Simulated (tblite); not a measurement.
Run record: tight-binding relaxation, `CC1([SeH])C[Se]C1`.

Computed with GFN2-xTB geometry optimisation, gas phase (tblite 0.8.0). Start geometry: from a force field or distance geometry. A driver script takes a list of jobs; this job's settings line and coordinates (Å) are shown.

Command:
```bash
OMP_NUM_THREADS=1 python probes_run.py task.json out
```

Input:
```
{"job": {"kind": "relax", "xc": "GFN2-xTB", "basis": "xTB"}, "charge": 0, "multiplicity": 1}
C     -1.310900     0.622300     0.177200
C      0.086400     0.161400    -0.169200
Se     1.077100     1.544700    -1.040900
C      0.147200    -1.125200    -0.976300
Se    -0.426300    -2.050000     0.626300
C      0.706900    -0.507000     1.017400
H     -1.564300     1.461900    -0.532400
H     -1.372500     1.039700     1.211200
H     -2.072400    -0.161800    -0.022600
H      2.046200     2.298200    -0.150800
H     -0.628800    -1.098300    -1.752200
H      1.161800    -1.334000    -1.328800
H      0.383300    -0.029100     1.968900
H      1.765400    -0.823200     0.950000
```

Output:
```
step      E/eV     max force
  0    -515.02892    2.465
  1    -515.32791    1.684
  2    -515.55229    1.060
  3    -515.66023    0.680
  4    -515.71356    0.525
  5    -515.73845    0.417
  6    -515.76135    0.391
  7    -515.77927    0.356
  8    -515.79655    0.359
  9    -515.81664    0.334
... (81 lines left out)
 91    -516.08559    0.025
 92    -516.08572    0.024
 93    -516.08578    0.015
 94    -516.08580    0.014
 95    -516.08583    0.013
 96    -516.08587    0.018
 97    -516.08593    0.020
 98    -516.08599    0.014
 99    -516.08601    0.011
100    -516.08603    0.009
```

«max force» is the largest atomic force in eV/Å.

Problem. From which step on does the largest force stay under 0.1 eV/Å, and how much energy is left to gain from there?

Solution. From step 69 (0.071 eV/Å), 5.0 meV above the end.

In short: energy lowered by 24.4 kcal/mol over 100 steps; largest atomic force 0.009 eV/Å at the end.

Problem. Give the final coordinates.

Solution. 0.433 Å rms from the input after alignment:
```
atom  x, y, z in Å
C1    -1.1686    0.7709    0.1078
C2     0.1606    0.0902   -0.1477
Se3    1.4647    1.4332   -0.9168
C4     0.0245   -1.1187   -1.0656
Se5   -0.0424   -2.3601    0.4805
C6     0.6977   -0.6217    1.0898
H7    -1.5611    1.2013   -0.8117
H8    -1.0623    1.5613    0.8497
H9    -1.8817    0.0368    0.4835
H10    1.2083    2.4259    0.1011
H11   -0.8575   -1.1343   -1.7033
H12    0.9205   -1.3253   -1.6542
H13    0.3114   -0.2722    2.0460
H14    1.7854   -0.6878    1.1186
```

On an Intel Xeon at 2.50 GHz with one thread (shared host), this took 2.2 s wall, 1.9 s CPU.
Labels such as C1 count atoms from 1, the log's own numbers from 0.
